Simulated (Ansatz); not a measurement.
A structure relaxed at r2SCAN-D4/def2-SVP in Ansatz, charge 0, singlet:

```xyz
16

Li   -1.342    0.005    0.278
Li   -2.527   -1.256    2.156
Li   -0.100   -0.796    2.486
Li    2.588    1.424   -1.971
Li    0.252    0.902   -2.645
Li   -0.855   -2.539    0.834
Li    1.285   -0.160   -0.449
Li    0.700    2.421   -0.688
H     1.690   -0.145   -2.281
H    -2.330   -1.588    0.363
H    -1.523    0.279    2.130
H    -1.107   -2.326    2.639
H     2.171    1.479   -0.185
H     0.375   -1.176    0.742
H     1.165    2.484   -2.465
H    -0.443    0.992   -0.945
```

Task: Give its formula and point group.

Result: Li₈H₈. Point group C2 (tolerance 0.1 Å).

Task: Summarise the bond lengths by kind (pairs closer than 1.2 times the sum of covalent radii, bridged metal pairs left out).

Result: 1 × Li–Li 2.73 Å; 24 × H–Li 1.81 to 1.88 Å.

Another isomer (singlet) lies 0.62 eV lower at PBE0-D4/def2-TZVP; other spin states weren't run for this one.
